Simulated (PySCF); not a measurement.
Job file and geometry (Å, from GFN2-xTB) of an NMR shielding run on `CC(C)[SiH]1CC=CC1`, C7H14Si, PySCF 2.14.0, density-fitted response routines, GIAO PBE0/pcSseg-1 NMR shielding, non-relativistic, gas phase; density fitting, a coarse starting grid and PySCF grid level 2 are the driver's defaults:

```
{"job": {"kind": "nmr", "xc": "PBE0", "basis": "pcSseg-1"}, "charge": 0, "multiplicity": 1}
C     -2.019962    -1.401906    -0.740258
C     -1.379827    -0.291189     0.087557
C     -2.345902     0.882329     0.222701
Si     0.274022     0.270186    -0.683426
C      1.275207     1.479613     0.401512
C      2.597648     0.795817     0.573599
C      2.770789    -0.410901     0.065027
C      1.639360    -1.063181    -0.670093
H     -2.234455    -1.048576    -1.746247
H     -2.955504    -1.730687    -0.288919
H     -1.356875    -2.260077    -0.817062
H     -1.193889    -0.688543     1.091957
H     -1.918889     1.668703     0.840208
H     -2.570779     1.302930    -0.754870
H     -3.281955     0.560840     0.677761
H      0.048072     0.809935    -2.035893
H      0.827836     1.667775     1.379234
H      1.421217     2.456659    -0.059404
H      3.376427     1.312250     1.116896
H      3.701623    -0.952477     0.159708
H      1.349489    -1.983667    -0.159753
H      1.965936    -1.356449    -1.667949
```

Problem. What does the program print?

Solution. 
```
coarse grid: 17912 points
cycle   1  E = -564.0302899541  dE =  7.877e-01  |g| = 5.274e-01  |ddm| = 4.090e+00
cycle   2  E = -564.0113405256  dE =  1.895e-02  |g| = 5.991e-01  |ddm| = 9.954e-01
cycle   3  E = -564.1059590015  dE = -9.462e-02  |g| = 3.379e-02  |ddm| = 5.610e-01
cycle   4  E = -564.1061876753  dE = -2.287e-04  |g| = 1.428e-02  |ddm| = 5.090e-02
cycle   5  E = -564.1062317089  dE = -4.403e-05  |g| = 4.982e-03  |ddm| = 1.756e-02
cycle   6  E = -564.1062375210  dE = -5.812e-06  |g| = 4.925e-04  |ddm| = 4.312e-03
final grid: 165592 points
cycle   7  E = -564.1544398307  dE = -4.268e-05  |g| = 9.291e-03  |ddm| = 3.108e-02
cycle   8  E = -564.1544321379  dE =  7.693e-06  |g| = 1.082e-02  |ddm| = 1.740e-02
cycle   9  E = -564.1544626810  dE = -3.054e-05  |g| = 4.066e-04  |ddm| = 9.436e-03
cycle  10  E = -564.1544627091  dE = -2.811e-08  |g| = 1.749e-04  |ddm| = 5.148e-04
cycle  11  E = -564.1544627160  dE = -6.886e-09  |g| = 4.385e-05  |ddm| = 1.673e-04
cycle  12  E = -564.1544627164  dE = -3.752e-10  |g| = 1.910e-05  |ddm| = 5.643e-05
converged SCF energy = -564.1544627164

GIAO shielding tensors (ppm)
atom      isotropic    diamagn.    paramagn.     s11        s22        s33       span
  0 C      165.960     247.504     -81.544    152.174    158.633    187.071     34.897
  1 C      168.178     251.049     -82.872    163.284    166.829    174.420     11.137
  2 C      165.969     247.654     -81.685    152.187    158.633    187.088     34.901
  3 Si     344.087     882.098    -538.011    294.248    354.135    383.878     89.630
  4 C      168.565     254.655     -86.090    154.978    161.185    189.533     34.555
  5 C       48.555     254.855    -206.299    -60.422     65.572    140.515    200.937
  6 C       48.611     254.900    -206.289    -60.351     65.685    140.500    200.851
  7 C      168.564     254.859     -86.295    154.959    161.192    189.540     34.581
  8 H       30.870      30.442       0.428     27.272     28.843     36.495      9.223
  9 H       30.460      29.587       0.873     26.016     27.697     37.665     11.649
 10 H       30.387      30.983      -0.596     24.760     29.726     36.675     11.916
 11 H       30.816      34.419      -3.603     28.227     28.382     35.839      7.612
 12 H       30.388      31.161      -0.773     24.764     29.721     36.679     11.915
 13 H       30.868      30.561       0.306     27.273     28.834     36.495      9.222
 14 H       30.464      29.709       0.755     26.016     27.705     37.670     11.655
 15 H       27.436      31.078      -3.641     24.652     25.594     32.063      7.411
 16 H       30.203      33.109      -2.906     25.385     29.157     36.067     10.682
 17 H       30.022      31.128      -1.106     25.340     27.952     36.773     11.433
 18 H       25.627      29.512      -3.886     23.141     26.449     27.289      4.148
 19 H       25.622      29.488      -3.865     23.138     26.454     27.275      4.138
 20 H       30.201      33.032      -2.830     25.378     29.160     36.066     10.688
 21 H       30.021      31.051      -1.030     25.337     27.957     36.768     11.432
```

Problem. Turn these shieldings into chemical shifts. δ = σ(ref) − σ, references computed at the same level: 13C (σ = 186.93 ppm) and 29Si (σ = 349.16 ppm) and 1H (σ = 31.72 ppm) vs TMS.

Solution. Averaging equivalent atoms: C 5/6: 138.3; C 0/2: 21.0; C 1: 18.7; C 4/7: 18.4; Si 3: 5.1; H 18/19: 6.09; H 15: 4.28; H 17/21: 1.70; H 16/20: 1.51; H 8/9/10/12/13/14: 1.14; H 11: 0.90 ppm. 

Size and cost of the density-fitted run: 213 basis functions, 71 s wall time on 1 thread of an Arm Neoverse N1, shared host.
